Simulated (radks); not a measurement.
Q: All-electron atom: Sr V in [Ar] 3d10 4s1.5 4p4 5s0.5 (fractional occupations, a model configuration). Calculated with a radial shooting solver on a logarithmic mesh with Libxc functionals: non-relativistic Kohn-Sham, PBEsol, spin-polarised, spherical densities, point nucleus; open shells are filled with parallel spins first (spin-orbit coupling, left out, can overturn this in heavy ions); relativity is left out, which matters for an element this heavy. Some entries of the table are withheld. Estimate them.

| orbital | occ. | eigenvalue (eV) | <1/r> (bohr^-1) |
|---|---|---|---|
| 1s up | 1 | -15654.98 | 37.47 |
| 1s down | 1 | -15654.61 | 37.47 |
| 2s up | 1 | -2135.419 | 8.372 |
| 2s down | 1 | -2135.183 | 8.372 |
| 2p up | 3 | -1950.769 | 8.360 |
| 2p down | 3 | -1950.437 | 8.359 |
| 3s up | 1 | -372.7658 | 2.829 |
| 3s down | 1 | -372.3065 | 2.830 |
| 3p up | 3 | -305.1662 | 2.728 |
| 3p down | 3 | -304.6538 | 2.730 |
| 3d up | 5 | -182.6575 | 2.516 |
| 3d down | 5 | -182.0786 | 2.521 |
| 4s up | 1 | -86.8719 | 1.025 |
| 4s down | 0.5 | -83.4186 | 1.026 |
| 4p up | 3 | -68.6883 | 0.9288 |
| 4p down | 1 | -65.2870 | 0.9254 |
| 4d up | 0 | -40.8451 | 0.7220 |
| 4d down | 0 | -37.8945 | 0.7049 |
| 5s up | 0.5 | (1) | 0.4646 |
| 5s down | 0 | (2) | 0.4605 |
| 5p up | 0 | (3) | 0.4167 |
| 4f up | 0 | -19.5670 | 0.3994 |
| 6s up | 0 | -16.9087 | 0.2642 |

A: 
(1) 5s up eigenvalue (eV): -32.6604
(2) 5s down eigenvalue (eV): -30.9410
(3) 5p up eigenvalue (eV): -27.2017
